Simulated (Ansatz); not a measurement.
C2H6OSi can be A, `C1C[SiH2]O1`, or B, `CO[Si]C`.

Isolated molecules relaxed with PBE0-D4/def2-TZVP in Ansatz; ΔE leaves out vibrations. CBS: MP2 limit from def2 TZ/QZ plus the TZ coupled-cluster correction, frozen cores. DFT in def2-TZVPP. B3LYP here is the variant with VWN-RPA as its local correlation; programs differ in this. One conformer a species, not always the lowest.

A:

Z-matrix (Å, degrees):
```
C
Si 1 2.268
O 1 1.448 2 47.2
C 1 1.547 2 54.9 3 179.7
H 1 1.093 2 125.4 3 84.2
H 1 1.093 2 125.0 3 -84.7
H 2 1.488 1 126.0 3 -85.1
H 2 1.488 1 125.6 3 85.6
H 4 1.089 1 114.3 2 116.6
H 4 1.089 1 114.2 2 -116.4
```

B:

```xyz
10

C    -0.5591    1.3921   -0.4280
O    -1.3588    0.4511    0.2472
Si   -1.0893   -1.0660    0.8252
C     0.7355   -1.3818    0.3657
H    -0.5031    2.3077    0.1660
H     0.4547    1.0241   -0.6069
H    -1.0223    1.6330   -1.3880
H     1.4076   -0.6506    0.8312
H     0.8989   -1.3333   -0.7177
H     1.0358   -2.3763    0.7052
```

Task: Which isomer does CCSD(T)/CBS put lower? Give the gap. (Estimate.)

Result: The calculation gave: A, by 10.2 kcal/mol.

Task: Give E(B) − E(A) in kcal/mol with B3LYP-D4, ωB97M-V, PBE0-D4, CCSD(T)/def2-SVP, HF/def2-TZVPP, BLYP-D4, LDA (SPW92). (Estimate.)

Result: Computed: B3LYP-D4 6.7, ωB97M-V 8.7, PBE0-D4 11.5, CCSD(T)/def2-SVP 7.8, HF/def2-TZVPP 11.0, BLYP-D4 3.8, LDA (SPW92) 10.8. None reverses the order clearly.

Task: Does the order hold for the free energy at 298.15 K (harmonic terms from PBE0-D4)? (Estimate.)

Result: The calculation gave: Yes: G(B) − G(A) = +9.4 kcal/mol, for one conformer each. Modes under 60 cm⁻¹, often nearly free rotors, make the harmonic entropy too high.

Largest T1 diagnostic: 0.014.

At CCSD(T), def2-SVP lies −2.4 kcal/mol from the extrapolated value and def2-TZVPP −0.4 kcal/mol. Leaving LDA and LC-ωPBE aside and taking each functional with its dispersion term where it has one, the values, not all of them listed here, spread over 10.2 kcal/mol, from BLYP-D4 to PBE-QIDH. LDA lies +2.2 kcal/mol from PBE without D4.
